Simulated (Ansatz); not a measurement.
Basis sets compared for `Cn1cccc1-c1cccn1C`. Total charge 0; singlet. Geometry r2SCAN-D4/def2-SVP. Ansatz on 6 threads of Intel Xeon on a shared host; times are rough, and most runs start from earlier orbitals.

```xyz
24

C    -0.106    2.281    1.243
N    -0.927    1.554    0.299
C    -2.026    2.080   -0.334
C    -2.554    1.118   -1.177
C    -1.747   -0.040   -1.043
C    -0.739    0.244   -0.119
C     0.329   -0.593    0.400
C     0.776   -0.786    1.709
C     1.828   -1.735    1.675
C     2.001   -2.101    0.351
N     1.100   -1.406   -0.418
C     1.002   -1.519   -1.857
H    -0.114    3.348    0.980
H    -0.471    2.169    2.277
H     0.926    1.907    1.200
H    -2.339    3.104   -0.134
H    -3.430    1.237   -1.813
H    -1.895   -1.001   -1.534
H     0.350   -0.313    2.593
H     2.395   -2.117    2.522
H     2.698   -2.799   -0.112
H     1.996   -1.743   -2.270
H     0.642   -0.570   -2.278
H     0.306   -2.319   -2.160
```

Binding counts from free atoms (C triplet, N quartet, H doublet) in the same basis, without a counterpoise term.

```json
{"level": "PBE-D4/def2-SVP", "functions": "228", "energy (Eh)": "-496.8183", "HOMO (eV)": "-4.33", "LUMO (eV)": "-0.53", "binding per atom (eV)": "4.98", "wall time": "2.6 s"}
{"level": "PBE0-D4/def2-SVP", "functions": "228", "energy (Eh)": "-496.8645", "HOMO (eV)": "-5.27", "LUMO (eV)": "0.29", "binding per atom (eV)": "4.87", "wall time": "5.5 s"}
```

**Question.** Estimate the rows for PBE-D4/def2-TZVP (with forces), PBE0-D4/def2-TZVP.

**Answer.** 
| level | functions | energy (Eh) | HOMO (eV) | LUMO (eV) | binding per atom (eV) | wall time |
| --- | --- | --- | --- | --- | --- | --- |
| PBE-D4/def2-TZVP (with forces) | 444 | -497.3445 | -4.44 | -0.71 | 4.90 | 9.5 s |
| PBE0-D4/def2-TZVP | 444 | -497.3838 | -5.32 | 0.13 | 4.80 | 16 s |
